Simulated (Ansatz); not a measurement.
C₄H₆F₄ (`CC(F)(F)C(F)CF`). The species carries charge 0 and has multiplicity 1.

```xyz
14

C     0.114   -1.430   -0.848
C    -0.828   -0.347   -0.412
F    -1.071    0.509   -1.449
F    -2.026   -0.899   -0.083
C    -0.375    0.505    0.772
F    -0.187   -0.328    1.853
C     0.890    1.275    0.500
F     1.074    2.217    1.485
H     1.045   -1.000   -1.220
H    -0.356   -2.004   -1.646
H     0.332   -2.088   -0.007
H    -1.186    1.198    1.014
H     0.819    1.787   -0.463
H     1.754    0.605    0.504
```

(1) What are the harmonic wavenumbers in cm⁻¹ at PBE0-D4/def2-TZVP (Ansatz, finite differences of forces, unscaled)? (Estimate.)

(2) Is this a minimum?

(3) Give the ideal-gas thermochemistry at 298.15 K and 1 bar (rigid rotor, harmonic oscillator; point group C1, symmetry number 1).

(4) And at 400, 500, 600, 800 and 1000 K?

Results:

(1) The calculation gave: 74, 97, 184, 222, 243, 300, 344, 363, 466, 489, 552, 614, 829, 916, 960, 994, 1090, 1131, 1150, 1196, 1200, 1286, 1299, 1334, 1380, 1420, 1438, 1476, 1481, 1490, 3067, 3079, 3088, 3129, 3165, 3174.

(2) Yes, all 36 modes are real.

(3) Zero-point energy 267.5 kJ/mol; H(298) − E = 291.8 kJ/mol; entropy 375.2 J/(mol·K), of which translation 169.6, rotation 119.3, vibration 86.3; G(298) − E = 179.9 kJ/mol. Modes under 100 cm⁻¹ are hindered rotations or soft bends, so the harmonic entropy is rough.

(4) 
| T (K) | H − E (kJ/mol) | S (J/mol/K) | G − E (kJ/mol) |
| --- | --- | --- | --- |
| 400 | 306.5 | 417.5 | 139.5 |
| 500 | 323.7 | 455.8 | 95.8 |
| 600 | 343.2 | 491.3 | 48.4 |
| 800 | 387.6 | 554.9 | -56.4 |
| 1000 | 437.2 | 610.1 | -173.0 |
